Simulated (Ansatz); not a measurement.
Start from `[CH2]1[CH2][GaH]1` and change one atom or group to get `[SiH3][Ga]1[CH2][CH2]1`.

Ansatz, PBE0-D4/def2-TZVP geometries, multiplicity 1. 

Scalar relativity is left out up to krypton.

```csv
property,`[CH2]1[CH2][GaH]1`
LUMO energy (PBE0/def2-TZVPP) / eV,-1.35
HOMO energy (B3LYP/def2-TZVPP) / eV,-5.39
HOMO energy (PBE/def2-TZVPP) / eV,-4.55
LUMO energy (B3LYP/def2-TZVPP) / eV,-1.64
LUMO energy (PBE/def2-TZVPP) / eV,-2.17
HOMO energy (PBE0/def2-TZVPP) / eV,-5.56
```

(1) What does the change do to each property? (An estimate is asked.)

Answers

(1) The calculation gave: 
| property | `[SiH3][Ga]1[CH2][CH2]1` | shift |
| --- | --- | --- |
| LUMO energy (PBE0/def2-TZVPP) / eV | -1.75 | -0.40 |
| HOMO energy (B3LYP/def2-TZVPP) / eV | -5.63 | -0.24 |
| HOMO energy (PBE/def2-TZVPP) / eV | -5.01 | -0.46 |
| LUMO energy (B3LYP/def2-TZVPP) / eV | -1.96 | -0.32 |
| LUMO energy (PBE/def2-TZVPP) / eV | -2.52 | -0.35 |
| HOMO energy (PBE0/def2-TZVPP) / eV | -5.77 | -0.21 |

With PBE0 the HOMO falls by 0.21 eV and the LUMO falls by 0.40 eV, so the gap narrows by about 0.19 eV. PBE moves the HOMO by -0.46 eV and ωB97M-V by 0.10 eV.

B3LYP here is the variant with VWN-RPA as its local correlation; programs differ in this.
